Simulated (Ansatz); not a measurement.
```yaml
crystal:
  periodic: [true, true, true]
  atoms:
    - {symbol: N, position_ang: [0.227544, 1.569951, -0.757902]}
    - {symbol: Sc, position_ang: [0.562981, -0.077908, 0.310458]}
    - {symbol: N, position_ang: [-0.883546, -1.362871, 0.347534]}
    - {symbol: Cl, position_ang: [2.504346, -0.488924, 1.507558]}
    - {symbol: H, position_ang: [0.932367, 2.278914, -0.810674]}
    - {symbol: H, position_ang: [-0.590945, 1.796797, -1.242547]}
    - {symbol: H, position_ang: [-0.937253, -2.317683, 0.744672]}
    - {symbol: H, position_ang: [-1.849017, -1.303841, -0.198423]}
basis:
  gaussian: {orbitals: ANO-RCC-VTZP}
hamiltonian: {xc: {name: B97M-V}}
```

```sh
$ ansatz run in.yaml --threads 4 --pin off --events-out ev --progress --plain --max-ram 10444MiB
```

Shortened log:

```
Error: YAML parse error: error: line 2 column 3: crystal: missing field `lattice` (a structure is typed as `lattice` and `atoms`, a molecule's as `atoms` in Å alone, or read from a run's directory, `checkpoint`)
 --> <input>:2:3
1 | crystal:
2 |   periodic: [true, true, true]
3 |   atoms:
4 |     - {symbol: N, position_ang: [0.227544, 1.569951, -0.757902]}
```

In this input the molecule is marked periodic without a cell. The program refused the input.
